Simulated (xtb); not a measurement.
F3OTa (SMILES [O]=[Ta]([F])([F])[F]), singlet, from a rough starting geometry (GFN-xTB shapes and energies of metal compounds can be far from the true ones).

xtb was given this input:
```
$ xtb mol.xyz --gfn 2 --opt vtight --json

# file mol.xyz
5

Ta     0.03850185     0.03857725    -0.02437561
O      1.05848309     0.58411100    -1.17265040
F      1.00194068    -0.95765414     1.26179769
F     -1.31269613    -1.03398766    -0.73837792
F     -0.78597421     1.38892617     0.78102533
```

Q: Predict the dipole moment from GFN2-xTB in xtb.

A: 3.66 D

Q: Predict the HOMO-LUMO gap from GFN2-xTB.

A: 4.68 eV

Q: Predict the total energy at the end of the optimisation from GFN2-xTB.

A: -20.3987 Eh
